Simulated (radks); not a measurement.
The chlorine ion Cl+, 16 electrons, occupied as [Ne] 3s2 3p3 3d1 (not the ground configuration). All-electron calculation, non-relativistic Kohn-Sham, TPSS, spin-polarised, spherical densities, point nucleus; open shells are filled with parallel spins first; meta-GGA in the generalised Kohn-Sham scheme. Program: a radial shooting solver on a logarithmic mesh with Libxc functionals.

Radial electron density D(r) = 4 pi r^2 rho(r):

r (bohr)  D(r) (e/bohr)    spin D(r)
0.003362         0.4088  -0.00000182
0.004343         0.6597  -0.00000239
0.00561           1.054  -0.00000203
0.007306          1.688   0.00000257
0.009437          2.619    0.0000208
0.01219           3.981    0.0000797
0.01575           5.888     0.000252
0.02034           8.411     0.000724
0.02628           11.49      0.00195
0.03421           14.92      0.00515
0.0442            17.84       0.0125
0.05709           19.49       0.0287
0.07375           19.14       0.0616
0.09526           16.88        0.122
0.1231            14.16        0.218
0.159             13.22        0.345
0.207             15.30        0.460
0.2674            18.46        0.471
0.3454            18.98        0.321
0.4461            15.00       0.0925
0.5763            8.747       0.0719
0.7444            4.404        0.574
0.9694            3.602         1.59
1.252             4.127         2.38
1.617             3.565         2.27
2.089             2.092         1.48
2.699            0.8563        0.687
3.486            0.2806        0.255
4.54            0.08837       0.0868
5.864           0.02652       0.0265
7.575          0.005357      0.00536
9.785         0.0005471     0.000547

D(r) has 3 maxima, at r = 0.0623, 0.314, 1.29 bohr, and minima at 0.153, 0.909 bohr, inside which lie 2.18, 10.39 electrons.
